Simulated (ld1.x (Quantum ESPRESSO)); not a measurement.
Ranking PAW potentials for Al (Z = 13)

All share these settings but for the change named:

ld1.x (Quantum ESPRESSO) 7.5 input, shortened:

```
&input
   title='Al', zed=13., rel=1, dft='PBE', iswitch=3,
   config='[Ne] 3s2 3p0'
 /
 &inputp
   pseudotype=3, lpaw=.true., tm=.true., lloc=-1, rcloc=2.00,
   nlcc=.false.,
   which_augfun='PSQ', rmatch_augfun_nc=.true.
 /
4
3S  1  0   2.00   0.00  1.55  1.85  0.0
3S  1  0   0.00   2.45  1.55  1.85  0.0
3P  2  1   0.00   0.00  1.90  2.50  0.0
3P  2  1   0.00  -0.20  1.90  2.50  0.0
 &test
   configts(1)='3s2 3p0'
 /
```

Cutoff: the first of the cutoffs (Ry, on a coarse ladder) from which the occupation-weighted sum of valence levels, in a spherical-Bessel basis at the reference potential, stays within 10 and 1 mRy of its value at 400 Ry; the density cutoff is not measured.

The base gives 8 Ry.

Of 10 variants that were run, those that failed, showed a ghost or another fault, or gave nearly equal values are left out.

A variant can come out equal or close to the base.

Q: Rank these variants from softest to hardest (loose cutoff).
A. waves 3s (bound): rcut 1.55, rcutus 2.56 bohr; 3s channel at 2.45 Ry: rcut 1.55, rcutus 2.56 bohr
B. waves 3s (bound): rcut 1.55, rcutus 1.76 bohr; 3s channel at 2.45 Ry: rcut 1.55, rcutus 1.76 bohr
C. waves 3s (bound): rcut 1.55, rcutus 1.92 bohr; 3s channel at 2.45 Ry: rcut 1.55, rcutus 1.92 bohr

A: A (6 Ry), C (8 Ry), B (10 Ry).
